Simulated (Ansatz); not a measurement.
Relaxation of Cl2H6HfN2O (12 atoms, charge 0, multiplicity 1), to a largest force component of 0.03 eV/Å in at most 50 steps.

The calculation used RKS PBE0-D4/def2-SVP in Ansatz 0.2.0.

```xyz
12
Properties=species:S:1:pos:R:3
Hf 0.030 0.635 -0.603
O 0.397 -0.631 2.379
H -0.469 -0.588 2.799
N 1.930 0.017 -0.787
H 2.257 -0.925 -0.584
H 2.711 0.583 -1.112
Cl -0.625 1.584 -2.661
N -1.065 -1.022 -0.362
H -0.930 -1.625 0.448
H -1.757 -1.427 -0.987
Cl -0.081 2.340 1.209
H 0.735 0.284 2.515
```

Q: Where does it end, and by what steps?

A: The forces met the threshold. After 29 steps the energy has fallen by 0.476 eV; H3 moved furthest, 1.13 Å. Joined: Hf1–O2 (3.26 → 2.39 Å).

```json
{"step": "0", "energy less start (eV)": "0.0000", "largest force component (eV/Å)": "0.832", "accepted": "yes"}
{"step": "2", "energy less start (eV)": "-0.1914", "largest force component (eV/Å)": "0.820", "accepted": "yes"}
{"step": "4", "energy less start (eV)": "-0.3149", "largest force component (eV/Å)": "0.758", "accepted": "no"}
{"step": "6", "energy less start (eV)": "-0.3878", "largest force component (eV/Å)": "0.139", "accepted": "yes"}
{"step": "8", "energy less start (eV)": "-0.4035", "largest force component (eV/Å)": "0.062", "accepted": "yes"}
{"step": "10", "energy less start (eV)": "-0.4148", "largest force component (eV/Å)": "0.195", "accepted": "yes"}
{"step": "12", "energy less start (eV)": "-0.4228", "largest force component (eV/Å)": "0.125", "accepted": "yes"}
{"step": "14", "energy less start (eV)": "-0.4255", "largest force component (eV/Å)": "0.064", "accepted": "yes"}
{"step": "16", "energy less start (eV)": "-0.4265", "largest force component (eV/Å)": "0.184", "accepted": "yes"}
{"step": "18", "energy less start (eV)": "-0.4098", "largest force component (eV/Å)": "0.869", "accepted": "no"}
{"step": "20", "energy less start (eV)": "-0.4346", "largest force component (eV/Å)": "0.379", "accepted": "yes"}
{"step": "22", "energy less start (eV)": "-0.4487", "largest force component (eV/Å)": "0.244", "accepted": "yes"}
{"step": "24", "energy less start (eV)": "-0.4579", "largest force component (eV/Å)": "0.494", "accepted": "yes"}
{"step": "26", "energy less start (eV)": "-0.4743", "largest force component (eV/Å)": "0.083", "accepted": "yes"}
{"step": "28", "energy less start (eV)": "-0.4761", "largest force component (eV/Å)": "0.045", "accepted": "yes"}
{"step": "29", "energy less start (eV)": "-0.4763", "largest force component (eV/Å)": "0.022", "accepted": "yes"}
```

```xyz
12
Properties=species:S:1:pos:R:3
Hf -0.054 0.510 -0.261
O 0.288 -0.390 1.931
H 0.121 0.339 2.548
N 1.924 0.008 -0.369
H 2.300 -0.901 -0.629
H 2.645 0.708 -0.546
Cl -0.563 1.401 -2.402
N -1.182 -1.158 -0.353
H -1.377 -1.771 0.435
H -1.718 -1.460 -1.164
Cl -0.503 2.406 1.193
H 1.254 -0.468 1.872
```

Whether the end is a true minimum wasn't checked by a vibrational analysis.

Time of the run: 96 s on 4 threads of Arm Neoverse V2 (shared host), peak memory 0.43 GiB.
